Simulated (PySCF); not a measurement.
Radial density of Au²⁺ (gold, charge +2)

UHF, [Xe] 4f14 5d9, 2D determinant. Computed with PySCF 2.14 in def2-SVP with the def2 core potential (60 electrons), with scalar relativity through the core potential. This is the valence pseudo-density: the core potential removes the inner electrons and smooths the orbitals near the nucleus.

```
r (bohr)  4πr²ρ (e/bohr)  4πr²(ρα − ρβ)
   0.101       2.366e-05         0.0000
   0.170       0.0002731         0.0000
   0.286         0.01459         0.0005
   0.481           1.258         0.0268
   0.808           14.06         0.4567
    1.36           11.82         0.8139
    2.29           1.952         0.1866
    3.85         0.06370         0.0027
    6.47       0.0001257         0.0000
```

Energies and moments cover only the electrons outside the core potential. Spin-orbit coupling, absent here, splits the open shell strongly.
